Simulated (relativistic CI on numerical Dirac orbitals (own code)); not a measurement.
**What each ingredient does to the levels of Pt12+**

Base calculation: Dirac-Coulomb-Breit CI, separate exchange-only KLI orbitals for each configuration, model QED, unscaled Slater integrals.

Configurations in the expansion (outside the closed core [Kr] 4d10): 4f14 5s2 5p4, 4f14 5s 5p5, 4f13 5s2 5p5, 4f14 5s2 5p3 5d, 4f14 5s 5p4 5d, 4f14 5s2 5p3 5f, 4f13 5s2 5p4 5d, 4f14 5s2 5p3 5g, 4f14 5s2 5p3 6s, 4f14 5s 5p4 5f, 4f14 5p6, 4f13 5p6 5d. Double excitations out of closed p, d and f shells are left out; levels of such configurations are missing from the list, as are those of other unlisted configurations, and high levels can miss mixing partners.

The lowest level and the first level of each name with at least 55 % of one term (blank where a level has no safe partner in the second run):

```
                Level  Base (cm⁻¹)  Shift (cm⁻¹)
    4f14 5s2 5p4 3P_2            0             0
    4f14 5s2 5p4 1S_0        33639             0
    4f14 5s2 5p4 3P_1       141199         +1745
    4f14 5s2 5p4 1D_2       157451         +1736
    4f14 5s2 5p4 3P_0       314928         +3431
    4f13 5s2 5p5 3F_4       318167         -3366
    4f13 5s2 5p5 3G_5       325103         -3361
    4f13 5s2 5p5 1D_2       339429         -3450
    4f13 5s2 5p5 3F_3       343055         -2238
    4f13 5s2 5p5 3D_1       361512         -2305
    4f14 5s 5p5 3P°_2       435685          +730
    4f13 5s2 5p5 3D_3       478924         -1672
    4f13 5s2 5p5 3G_3       502074          -387
4f14 5s2 5p3 5d 3D°_1       551241         +1508
```

At this charge transitions that keep the count of f electrons are usually good to a few per cent. Levels and lines within the n = 5 or 6 shells can be off by up to 10 % or somewhat more, and those that change n by about 2 %, since core polarisation is missing. Levels that differ in their count of f electrons can be misplaced by several ten thousand cm⁻¹, since the correlation energy of f electrons is missing or only estimated; rates across such gaps can be off by orders of magnitude.

Problem. One thing was changed in a second run, which moved the levels as shown. Which?
A. Breit term removed
B. configuration mixing switched off
C. QED terms removed
D. valence Slater integrals scaled by 0.9

Solution. A. Breit term removed. The Breit term mainly narrows fine-structure intervals, so removing it widens them.

LS names give the leading component of a level, which can be under half, so a name can repeat, a term be missing and a line seem to break the LS rules.
